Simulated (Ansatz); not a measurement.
System (SMILES): O=[P] (O-P), doublet.
Atoms: P1, O2. Bonds: P1-O2.

Basis-set convergence of the highest harmonic wavenumber at MP2 with Ansatz (an electronic-structure program). Each level at its own minimum, finite differences of forces, unscaled; the reference is a large set that could be run, not a limit. Cartesian d functions, on some or all atoms, in 6-31G*, 6-311G**, 6-311+G**; all else is spherical. Cores are frozen. Open shells are unrestricted. No added dispersion term, no relativity. Reference: the value in aug-cc-pV(Q+d)Z, 1265 cm⁻¹, itself unsure by roughly 17 cm⁻¹ (its mean distance from def2-QZVPP, cc-pV(Q+d)Z, aug-cc-pV(T+d)Z). Deviations are taken from unrounded values.

```tsv
basis	functions	highest harmonic wavenumber (cm⁻¹)	minus reference (cm⁻¹)
def2-SVP	32	4382	3117
6-31G*	34	4319	3055
6-311G**	45	3987	2723
6-311+G**	53	3285	2020
pcseg-2	64	1689	424
cc-pV(T+d)Z	69	1314	49
def2-TZVPP	73	1286	21
6-311++G(3df,3pd)	86	1224	-41
jun-cc-pV(T+d)Z	87	1279	14
def2-TZVPPD	88	1291	26
aug-cc-pV(T+d)Z	101	1301	37
cc-pCVTZ	102	1315	50
cc-pV(Q+d)Z	119	1275	10
```
